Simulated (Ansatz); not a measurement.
Two structures of CH7BrSi, singlet, reached by relaxing down either side of one saddle point (PBE0-D4/def2-TZVP). Energies are electronic, without zero-point energy. Computed with Ansatz 0.2.0 (basis: def2-TZVPP and def2-QZVPP); correlated methods freeze the cores. Filled d shells of the heavier atoms are correlated. The def2 sets are not built for correlating such inner shells, so the correlated values are less sure here. Extrapolation: Hartree–Fock as exp(−7.88 √X), correlation as X^−2.97. First:

Si1  (-0.883, -0.655, -0.190)
Br2  (0.379, -1.622, -1.755)
H3  (-1.921, -1.642, 0.195)
H4  (-1.526, 0.523, -0.820)
C5  (0.179, -0.173, 1.256)
H6  (1.307, 1.545, -1.808)
H7  (1.283, 2.242, -1.541)
H8  (-0.435, 0.300, 2.027)
H9  (0.664, -1.050, 1.688)
H10  (0.951, 0.534, 0.947)
(Å)

Second:

```xyz
10
angstrom
Si -1.0099 0.5380 -0.1790
Br 2.6152 -1.1180 -1.7960
H -2.3200 -0.1603 -0.2534
H -1.2486 1.9891 0.0371
C 0.0742 -0.1833 1.1587
H 1.3493 -0.4597 -1.7641
H -0.3555 0.3924 -1.5161
H -0.4034 -0.0774 2.1355
H 0.2582 -1.2454 0.9825
H 1.0405 0.3246 1.1948
```

(1) Which bonds change from the first to the second?

(2) Give the saddle point's structure and its height above each. (An estimate is asked for; the value comes from the calculation.)

No T1 diagnostic of these runs exceeds 0.010.

Answers

(1) CH₅BrSi ([CH3][SiH2][Br]) + H₂ → CH₆Si ([CH3][SiH3]) + HBr; bonds formed: Si1–H7, Br2–H6; bonds broken: Si1–Br2, H6–H7.

(2) Computed: 2.287 eV above the first and 1.483 eV above the second (CCSD(T) at an estimated basis limit (MP2 extrapolated from triple and quadruple zeta, plus CCSD(T) − MP2 in triple zeta)).
```
10
angstrom
Si -0.6072 0.1318 -0.3415
Br 1.2898 -1.4211 -1.5274
H -1.5537 -0.7846 -0.9984
H -1.3520 1.4250 -0.1884
C 0.2043 -0.1904 1.2889
H 0.6641 0.4149 -1.6063
H 0.2232 1.1549 -1.4649
H -0.4290 0.1977 2.0914
H 0.3942 -1.2545 1.4203
H 1.1662 0.3264 1.3262
```

Labels in which every atom is bracketed show which atoms are joined, not bond orders.

For scale, one of the runs: CCSD(T)/def2-TZVPP, 219 basis functions, launched by `ansatz run in.yaml --threads 4 --pin off --events-out ev --progress --plain --max-ram 9574MiB`. Time: 87 s of wall clock on 4 CPU threads of an Arm Neoverse V2; the host was shared. Peak host memory: 3.2 GiB.
